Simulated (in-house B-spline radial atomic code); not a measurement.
## Excitations of the chlorine ion Cl⁵⁺ by several methods

Full response, energies in eV; labels give the largest channel, * marks a mixed state, a dash one above the method's threshold, and an imaginary frequency an unstable closed-shell reference. Computed with a B-spline radial code for spherical atoms: linear response of the closed shell [Ne] 3s2 with each method's own kernel (bare exchange for TDHF, static screening on G0W0 levels for BSE, the adiabatic kernel for functionals); non-relativistic, point nucleus, no spin-orbit coupling, no double excitations, S, P, D and F terms only.

| method | 3s → 3p 3P | 3s → 3p 1P | 3s → 3d 3D | α (bohr³) |
| --- | --- | --- | --- | --- |
| TDHF | 9.745 | 17.921 | 33.00 | 3.059 |
| BSE on G0W0@HF | 11.294 | 18.544 | 35.38 | 2.774 |
| LDA VWN5 | 11.959 | 18.409 | 32.77 | 2.797 |
| PBE | 11.379 | 18.253 | 31.93 | 2.873 |
| PBE0 | 11.123 | 18.124 | 32.32 | 2.931 |
| B3LYP (VWN-RPA) | ? | ? | ? | ? |
| CAM-B3LYP | 11.238 | 18.346 | 32.47 | 2.852 |
| LC-wPBE | 11.099 | 18.104 | 32.28 | 2.917 |
| wB97X | 11.779 | 18.332 | 33.07 | 2.86 |
| HSE06 | 11.289 | 18.238 | 32.37 | 2.896 |
| BHandHLYP | 10.807 | 18.202 | 32.59 | 2.921 |
| BLYP | ? | ? | ? | ? |
| PBEsol | 11.337 | 18.222 | 32.02 | 2.874 |
| BP86 | 11.408 | 18.288 | 31.94 | 2.86 |
| LDA exchange-only | 11.037 | 18.476 | 31.95 | 2.791 |
| B97-1 | 11.352 | 18.084 | 32.65 | 2.939 |
| RPBE | 11.038 | 18.059 | 31.60 | 2.939 |
| OLYP | 9.995 | 17.741 | 30.99 | 3.036 |

What does B3LYP (VWN-RPA) give?

3s → 3p 3P: 11.224; 3s → 3p 1P: 18.327; 3s → 3d 3D: 32.25; α: 2.856 (eV, bohr³).

What does BLYP give?

3s → 3p 3P: 11.271; 3s → 3p 1P: 18.433; 3s → 3d 3D: 31.76; α: 2.811 (eV, bohr³).
